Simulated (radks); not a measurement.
Task: Coherent X-ray form factor from a spherical all-electron density. Method: Dirac Kohn-Sham, PBE, spin-unpolarised, spherical densities, finite nucleus; Fermi nuclear charge, rms radius of each element as measured or else 0.836 A^(1/3) + 0.57 fm; computed with a radial shooting solver on a logarithmic mesh with Libxc functionals.

| sin(theta)/lambda (1/angstrom) | f0 (electrons) |
|---|---|
| 0.05 | 54.306 |
| 0.1 | 52.373 |
| 0.15 | 49.580 |
| 0.2 | 46.383 |
| 0.25 | 43.167 |
| 0.3 | 40.174 |
| 0.4 | 35.135 |
| 0.5 | 31.135 |
| 0.6 | 27.785 |
| 0.8 | 22.483 |
| 1 | 18.889 |
| 1.25 | 15.990 |
| 1.5 | 13.763 |
| 2 | 9.866 |

The species is in the configuration that NIST lists as its ground one. Which atom or ion scatters so?

Result: The cerium ion Ce3+, [Xe] 4f1. Extrapolating in s^2 from the first two rows gives f0(0) = 55.0, near the electron count 55; among species with that count, the fall with angle is slower the higher Z, and the table is that of Z = 58; from so few rows the species is fixed only to a neighbour or two.
